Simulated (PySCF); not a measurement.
Isomers of C4H4F4, mass 128.025 u with the commonest isotopes. Level of theory: CAM-B3LYP/def2-SVPD in PySCF (dipole) on a GFN2-xTB geometry, gas phase. One conformer each, none proved a minimum here; rigid rotors.

Question: Order these by radius of gyration √(Σ m r²/M), largest first.
A. `[F:1][CH2:2]/[CH:3]=[C:4](/[F:5])[CH:6]([F:7])[F:8]` with F1–C2–C3–C4 179°, C3–C4–C6–F7 58°
B. `C/C(F)=C\C(F)(F)F`
C. `[F:1][CH2:2]/[CH:3]=[CH:4]/[C:5]([F:6])([F:7])[F:8]` with F1–C2–C3–C4 0°

Answer: C (2.148 Å), A (2.023 Å), B (1.941 Å).

Question: Order these by rotational constant A, smallest first.
A. `FC(F)(/C=C(/F)C)F`
B. `[F:1][CH2:2]/[CH:3]=[CH:4]/[C:5]([F:6])([F:7])[F:8]` with F1–C2–C3–C4 0°
C. `[F:1][CH2:2]/[CH:3]=[C:4](/[F:5])[CH:6]([F:7])[F:8]` with F1–C2–C3–C4 179°, C3–C4–C6–F7 58°

Answer: C (2548 MHz), A (3693 MHz), B (4288 MHz).

Question: Order these by dipole moment, largest first.
A. `FC(F)(/C=C(/F)C)F`
B. `[F:1][CH2:2]/[CH:3]=[CH:4]/[C:5]([F:6])([F:7])[F:8]` with F1–C2–C3–C4 0°
C. `[F:1][CH2:2]/[CH:3]=[C:4](/[F:5])[CH:6]([F:7])[F:8]` with F1–C2–C3–C4 179°, C3–C4–C6–F7 58°

Answer: B (3.01 D), A (1.78 D), C (1.15 D).

| SMILES | point group | Ia (u·Å²) | Ib (u·Å²) | Ic (u·Å²) | κ | μa (D) | μb (D) | μc (D) |
| --- | --- | --- | --- | --- | --- | --- | --- | --- |
| C/C(F)=C\C(F)(F)F | near Cs | 136.83 | 390.78 | 437.02 | -0.89 | 1.66 | 0.65 | 0.02 |
| FC/C=C/C(F)(F)F | Cs | 117.87 | 518.54 | 545.37 | -0.97 | 2.40 | 1.82 | 0.00 |
| FC/C=C(/F)C(F)F | Cs | 198.31 | 371.57 | 477.96 | -0.59 | 1.13 | 0.22 | 0.03 |
